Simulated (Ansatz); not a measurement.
The same group exchange along the group F, Cl, Br.

Isolated molecules relaxed with PBE0-D4/def2-TZVP in Ansatz; ΔE leaves out vibrations. CCSD(T)/CBS is the MP2 limit (def2-TZVPP, def2-QZVPP) plus CCSD(T) − MP2 in def2-TZVPP, frozen cores. DFT in def2-TZVPP. For Br outer-core shells are correlated without core-valence functions, which leaves a few kJ/mol of doubt a bond. Scalar relativity is left out up to krypton.

| reaction | MP2/CBS(def2) (kJ/mol) | B2PLYP (kJ/mol) | HF/CBS(def2) (kJ/mol) | CCSD(T)/CBS(def2) (kJ/mol) |
| --- | --- | --- | --- | --- |
| `B[SiH2]F` + `C=C=NC` → `BN=C=C` + `C[SiH2]F` | -232 | -228 | -213 | -222 |
| `B[SiH2]Cl` + `C=C=NC` → `BN=C=C` + `C[SiH2]Cl` | -228 | -225 | -209 | -218 |
| `B[SiH2]Br` + `C=C=NC` → `BN=C=C` + `C[SiH2]Br` | -227 | -223 | -207 | -217 |

Largest T1 diagnostic: 0.017, for `BN=C=C`.
